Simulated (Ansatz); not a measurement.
## A geometry optimisation of BGaH4 with r2SCAN-D4/def2-SVP

The starting geometry of this gas-phase singlet has its atoms placed at random.

```xyz
6

B    -0.3607   -1.6851    0.5689
Ga   -0.2076    0.8103    0.0456
H     0.8514   -1.4648    0.6785
H    -0.0887    1.8923    1.0539
H    -1.1290    0.9483   -1.5258
H     1.2081    0.1265    0.4132
```

Task: Guess where an optimisation with r2SCAN-D4/def2-SVP ends from this start.

Result: It ends as `[BH2][GaH2]`. Distances that change by over a tenth: Ga2–H5 (1.83 → 1.57 Å). Contacts that open: Ga2–H6 (1.61 → 2.89 Å). Contacts that close: B1–Ga2 (2.55 → 2.05 Å), B1–H6 (2.40 → 1.21 Å).

The energy falls by 4.66 eV over 15 steps:

```tsv
step	E − E(last) (eV)
1	4.662
3	2.688
4	1.935
6	0.803
7	0.573
9	0.262
10	0.089
12	0.001
13	0.001
15	0.000
```

Final geometry (Å):

```xyz
6

B     0.6850   -0.7630    0.3863
Ga   -0.5150    0.8655    0.0473
H     0.2620   -1.7873    0.8744
H    -0.7297    1.9977    1.1157
H    -1.2930    1.0796   -1.3011
H     1.8644   -0.7649    0.1117
```

From so rough a start the end depends on the optimiser's path, so another program may land elsewhere. The end wasn't checked by frequencies. Run with Ansatz 0.2.0, 17 s on 1 thread of Intel(R) Xeon(R) 6975P-C (Granite Rapids), with other jobs on the host.
